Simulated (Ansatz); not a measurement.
Consider the isomerisation: `C=CC[O][AlH2]` → `O[C]1([AlH2])CC1`.

Calculated with Ansatz (gas phase, PBE0-D4/def2-TZVP geometries, no zero-point term in ΔE). CCSD(T)/CBS adds triple-zeta CCSD(T) − MP2 to the extrapolated MP2 energy (def2 sets, frozen cores). DFT in def2-TZVPP. Each species was taken in one conformer, which may not be the lowest.

`C=CC[O][AlH2]`:

```xyz
12

C    -1.942   -0.883    0.043
C    -0.653   -1.111   -0.163
C     0.446   -0.483    0.628
O     1.371    0.151   -0.218
Al    1.617    1.777   -0.610
H    -2.710   -1.370   -0.548
H    -2.277   -0.201    0.819
H    -0.334   -1.788   -0.952
H     0.016    0.216    1.360
H     0.980   -1.258    1.194
H     0.786    2.881    0.166
H     2.700    2.068   -1.718
```

`O[C]1([AlH2])CC1`:

Cartesian coordinates in Å:
```
O -0.874 0.744 1.372
C -0.163 0.232 0.258
Al 0.722 1.484 -0.941
C -0.872 -0.958 -0.344
C 0.371 -1.182 0.438
H -0.239 1.125 1.983
H 1.287 0.926 -2.318
H 0.897 3.007 -0.526
H -1.810 -1.210 0.135
H -0.854 -1.100 -1.418
H 0.259 -1.588 1.437
H 1.276 -1.481 -0.078
```

Q: Is it downhill or uphill in electronic energy at CCSD(T)/CBS, and by how much? (Estimate.)

A: Computed: Uphill: ΔE = +172.2 kJ/mol.

Q: What do these levels give: PBE-D4, PBE0-D4, ωB97X-V, B2PLYP, r2SCAN, PBE0, HF/def2-TZVPP, MP2/def2-TZVPP, CCSD/def2-TZVPP, MP2/def2-QZVPP, SCS-MP2/def2-QZVPP, MP2/CBS(def2)? (An estimate is asked.)

A: Ansatz gave: PBE-D4 149.8, PBE0-D4 148.2, ωB97X-V 156.4, B2PLYP 180.1, r2SCAN 161.5, PBE0 149.1, HF/def2-TZVPP 202.1, MP2/def2-TZVPP 163.9, CCSD/def2-TZVPP 175.3, MP2/def2-QZVPP 163.7, SCS-MP2/def2-QZVPP 174.5, MP2/CBS(def2) 163.0 kJ/mol.

Largest T1 diagnostic among the species: 0.013.

In def2-TZVPP, CCSD(T) changes the Hartree–Fock value by −29.1 kJ/mol (the triples alone add −2.2 kJ/mol) and MP2 by −38.3 kJ/mol.
